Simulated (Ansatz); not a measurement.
`O[SiH2]CCl` + `C=NC` → `C/N=C\CCl` + `O[SiH3]`  (formal exchange of groups at a C–Si bond)

Gas-phase electronic energies from Ansatz, PBE0-D4/def2-TZVP geometries. CCSD(T)/CBS adds triple-zeta CCSD(T) − MP2 to the extrapolated MP2 energy (def2 sets, frozen cores). Functionals use def2-TZVPP. B3LYP here is the variant with VWN-RPA as its local correlation; programs differ in this. Each species was taken in one conformer, which may not be the lowest.

| level | ΔE (kJ/mol) | difference from CCSD(T)/CBS |
| --- | --- | --- |
| PBE-D4 | 34.7 | -3.7 |
| r2SCAN-D4 | 37.3 | -1.1 |
| PBE0-D4 | 35.4 | -3.0 |
| B3LYP-D4 | 36.1 | -2.3 |
| ωB97X-V | 36.5 | -1.9 |
| ωB97M-V | 40.1 | 1.7 |
| B2PLYP | 36.0 | -2.4 |
| PBE | 34.4 | -4.0 |
| r2SCAN | 37.5 | -0.9 |
| PBE0 | 35.2 | -3.2 |
| B3LYP | 35.3 | -3.1 |
| HF/def2-TZVPP | 35.6 | -2.8 |
| MP2/def2-TZVPP | 35.7 | -2.7 |
| SCS-MP2/def2-TZVPP | 34.7 | -3.7 |
| CCSD/def2-TZVPP | 36.9 | -1.5 |
| CCSD(T)/def2-TZVPP | 36.4 | -2.0 |
| HF/def2-QZVPP | 35.6 | -2.8 |
| MP2/def2-QZVPP | 36.8 | -1.6 |
| SCS-MP2/def2-QZVPP | 35.9 | -2.5 |
| HF/CBS(def2) | 35.6 | -2.8 |
| MP2/CBS(def2) | 37.6 | -0.8 |
| CCSD/CBS(def2) | 38.8 | 0.4 |
| CCSD(T)/CBS | 38.4 | 0 |

Largest T1 diagnostic among the species: 0.011.
